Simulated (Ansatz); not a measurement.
Al2GeH5N. Total charge 0; spin multiplicity 1. The bonds changed during the relaxation, so this is another structure than the one it started from. Geometry: relaxed with PBE0-D4/def2-TZVP. It is one conformer, not always the lowest.

```xyz
9

N     0.327   -0.396   -1.134
Ge    1.137    0.142    0.652
Al   -0.806   -0.395    1.901
Al   -1.270    0.423   -0.377
H     0.754    0.085   -1.918
H     0.369   -1.389   -1.312
H     2.579    0.482    0.188
H    -0.975   -0.173    3.462
H    -2.114    1.221   -1.462
```

Task: What is the dipole moment at r2SCAN/def2-TZVPP? (Estimate.)

Result: Computed: 3.05 D, with components (0.87, -1.37, -2.58) D in this frame, pointing from negative to positive charge.

Task: And with PBE, B3LYP, ωB97M-V? (Best estimate.)

Result: Computed: PBE 2.99 D, B3LYP 2.90 D, ωB97M-V 2.88 D.

Task: Give the Mulliken charges with r2SCAN, PBE, B3LYP in def2-TZVPP. (Estimate.)

Result: Computed: 
```json
{"atom": "N1", "r2SCAN": "-0.26", "PBE": "-0.25", "B3LYP": "-0.26"}
{"atom": "Ge2", "r2SCAN": "-0.08", "PBE": "-0.04", "B3LYP": "-0.02"}
{"atom": "Al3", "r2SCAN": "0.12", "PBE": "0.05", "B3LYP": "0.06"}
{"atom": "Al4", "r2SCAN": "0.18", "PBE": "0.11", "B3LYP": "0.15"}
{"atom": "H5", "r2SCAN": "0.15", "PBE": "0.16", "B3LYP": "0.14"}
{"atom": "H6", "r2SCAN": "0.18", "PBE": "0.18", "B3LYP": "0.16"}
{"atom": "H7", "r2SCAN": "0.00", "PBE": "0.00", "B3LYP": "0.00"}
{"atom": "H8", "r2SCAN": "-0.15", "PBE": "-0.10", "B3LYP": "-0.11"}
{"atom": "H9", "r2SCAN": "-0.15", "PBE": "-0.11", "B3LYP": "-0.12"}
```

B3LYP here is the variant with VWN-RPA as its local correlation; programs differ in this.
